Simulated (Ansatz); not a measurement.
System: Si₂H (charge -1, singlet). SMILES: [SiH]#[Si-]

Atoms: Si1, Si2, H3. Bonds: Si1-Si2, Si2-H3.

Bond lengths (Å) and angles (degrees) optimised at HF/STO-3G with Ansatz (a quantum-chemistry and plane-wave program); HF/3-21G with Ansatz; HF/6-31G* with Ansatz; PBE/6-31G* with Ansatz, each started from the B3LYP-D3(BJ)/def2-TZVP structure (Ansatz) of the last column. A row stands for all coordinates that are equal there. 6-31G* holds six Cartesian d functions. At HF/6-31G* the structure is a saddle point. No wavenumbers were computed at HF/STO-3G, PBE/6-31G*, so these may be saddle points.

```tsv
coordinate	HF/STO-3G	HF/3-21G	HF/6-31G*	PBE/6-31G*	B3LYP-D3(BJ)/def2-TZVP
Si1-Si2	1.872	2.096	2.057	2.111	2.082
Si2-H3	1.446	1.496	1.490	1.532	1.505
Si1-Si2-H3	180.0	180.0	180.0	180.0	180.0
```

Mean signed difference of all 2 bond lengths from B3LYP-D3(BJ)/def2-TZVP: HF/STO-3G -0.134 Å, HF/3-21G 0.003 Å, HF/6-31G* -0.020 Å, PBE/6-31G* 0.028 Å.
